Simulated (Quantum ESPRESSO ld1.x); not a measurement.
Input file for ld1.x (Quantum ESPRESSO 7.5):

```
 &input
    atom='Lu',
    iswitch=1,
    rel=1,
    lsd=1,
    dft='PZ',
    config='[Ar] 3d2 4f2',
    verbosity='high',
    prefix='ld1',
    max_out_wfc=37,
    file_charge='ld1.rho',
 /
```

It prints:

```
     Program LD1 v.7.5 starts

     --------------------------- All-electron run ----------------------------

     scalar relativistic calculation

     atomic number is 71.00
     dft =PZ   lsd =1 sic =0 latt =0  beta=0.20 tr2=1.0E-14
     Exchange-correlation= PZ
                           (   1   1   0   0   0   0   0)
     mesh =2109 r(mesh) =  99.61573 a.u. xmin = -8.00 dx = 0.00800
     1 Ry =  13.60569312 eV, c = 137.03599908

     n l     nl                  e(Ry)          e(Ha)          e(eV)
     1 0     1S 1( 1.00)   -4880.651660158   -2440.325830079 -66404.6487283
     2 0     2S 1( 1.00)   -1021.118054689    -510.559027344 -13893.0188944
     2 1     2P 1( 3.00)    -927.525959472    -463.762979736 -12619.6335682
     3 0     3S 1( 1.00)    -380.324628037    -190.162314019  -5174.5801762
     3 1     3P 1( 3.00)    -352.292403145    -176.146201572  -4793.1823268
     3 2     3D 1( 2.00)    -323.877165691    -161.938582846  -4406.5733259
     4 3     4F 1( 2.00)    -161.617298681     -80.808649341  -2198.9153692
     1 0     1S 2( 1.00)   -4880.630959022   -2440.315479511 -66404.3670750
     2 0     2S 2( 1.00)   -1020.286867095    -510.143433547 -13881.7100111
     2 1     2P 2( 3.00)    -926.860789872    -463.430394936 -12610.5834747
     3 0     3S 2( 1.00)    -379.007386706    -189.503693353  -5156.6581949
     3 1     3P 2( 3.00)    -350.970911624    -175.485455812  -4775.2025187
     3 2     3D 2( 0.00)    -322.445087913    -161.222543956  -4387.0889152
     4 3     4F 2( 0.00)    -160.262584966     -80.131292483  -2180.4835501

     final scf error:  4.8E-15 reached in  15 iterations

     Etot =  -24585.935462 Ry,  -12292.967731 Ha, -334508.693037 eV
     Total magnetization:    4.00 Bohr mag.

     Ekin =   27230.936228 Ry,   13615.468114 Ha,  370495.761776 eV
     Encl =  -54962.220910 Ry,  -27481.110455 Ha, -747799.111058 eV
     Eh   =    3495.174245 Ry,    1747.587122 Ha,   47554.268186 eV
     Exc  =    -349.825025 Ry,    -174.912513 Ha,   -4759.611941 eV

     normalization and overlap integrals

     s(1S/1S) =  1.000000  <r> =   0.0193  <r2> =    0.0005  r(max) =   0.0121
     s(1S/2S) = -0.029236
     s(1S/3S) = -0.013558
     s(2S/2S) =  1.000000  <r> =   0.0813  <r2> =    0.0078  r(max) =   0.0692
     s(2S/3S) = -0.008650
     s(2P/2P) =  1.000000  <r> =   0.0723  <r2> =    0.0064  r(max) =   0.0562
     s(2P/3P) = -0.006925
     s(3S/3S) =  1.000000  <r> =   0.2009  <r2> =    0.0460  r(max) =   0.1896
     s(3P/3P) =  1.000000  <r> =   0.1978  <r2> =    0.0452  r(max) =   0.1851
     s(3D/3D) =  1.000000  <r> =   0.1754  <r2> =    0.0356  r(max) =   0.1468
     s(4F/4F) =  1.000000  <r> =   0.3354  <r2> =    0.1259  r(max) =   0.2944
     s(1S/1S) =  1.000000  <r> =   0.0193  <r2> =    0.0005  r(max) =   0.0121
     s(1S/2S) = -0.029253
     s(1S/3S) = -0.013550
     s(2S/2S) =  1.000000  <r> =   0.0813  <r2> =    0.0078  r(max) =   0.0692
     s(2S/3S) = -0.008652
     s(2P/2P) =  1.000000  <r> =   0.0723  <r2> =    0.0064  r(max) =   0.0562
     s(2P/3P) = -0.006925
     s(3S/3S) =  1.000000  <r> =   0.2009  <r2> =    0.0460  r(max) =   0.1896
     s(3P/3P) =  1.000000  <r> =   0.1978  <r2> =    0.0452  r(max) =   0.1851
     s(3D/3D) =  1.000000  <r> =   0.1754  <r2> =    0.0356  r(max) =   0.1468
     s(4F/4F) =  1.000000  <r> =   0.3358  <r2> =    0.1262  r(max) =   0.2944

     ------------------------ End of All-electron run ------------------------
```

Run on one thread of a shared host, so times are rough (Intel(R) Xeon(R) Processor @ 2.60GHz): 0.5 s of CPU time, 1.1 s wall, 15 iterations on 2109 mesh points.
